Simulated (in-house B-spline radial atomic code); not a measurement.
Configurations of Yb III (Yb2+), with energies counted from [Xe] 4f14. Method: Dirac-Hartree-Fock, average of configuration, Fermi nucleus of rms radius 5.3108 fm. Calculated with a B-spline radial code for spherical atoms. Energies include first-order Breit, QED and recoil terms.

Occupations are held fixed; configurations that lie above the ionisation limit could autoionise.

```tsv
configuration	E - E(ref) (eV)	highest orbital	its <r> (bohr)
[Xe] (4f5/2)5 (4f7/2)8 8s1	15.764	8s1/2	10.4
[Kr] 4d10 4f14 5s2 (5p1/2)1 (5p3/2)4 (5d5/2)1	32.565	5d5/2	2.347
[Kr] 4d10 4f14 5s2 (5p1/2)1 (5p3/2)4 (6d5/2)1	42.291	6d5/2	5.896
[Kr] 4d10 4f14 5s2 (5p1/2)1 (5p3/2)4 9s1	47.405	9s1/2	15.51
[Kr] (4d3/2)4 (4d5/2)5 4f14 5s2 5p6 (7p1/2)1	197.82	7p1/2	7.262
[Kr] (4d3/2)3 (4d5/2)6 4f14 5s2 5p6 (6f5/2)1	210.21	6f5/2	10.42
```

Task: Order these further configurations by energy, lowest first.
A. [Xe] (4f5/2)6 (4f7/2)7 (8g7/2)1
B. [Kr] (4d3/2)3 (4d5/2)6 4f14 5s2 5p6 (6d5/2)1
C. [Xe] (4f5/2)5 (4f7/2)8 (8d3/2)1
D. [Kr] (4d3/2)3 (4d5/2)6 4f14 5s2 5p6 (9g9/2)1
E. [Xe] (4f5/2)6 (4f7/2)7 (6f5/2)1

Result: E (15.529 eV), C (17.906 eV), A (18.537 eV), B (205.99 eV), D (213.62 eV).

Task: How far above the reference does [Xe] (4f5/2)6 (4f7/2)7 (6d5/2)1 lie?

Result: 11.334 eV; its least bound orbital is 6d5/2 with <r> = 5.864 bohr.

Task: How far above the reference does [Xe] (4f5/2)6 (4f7/2)7 (6g9/2)1 lie?

Result: 17.048 eV; its least bound orbital is 6g9/2 with <r> = 14.65 bohr.
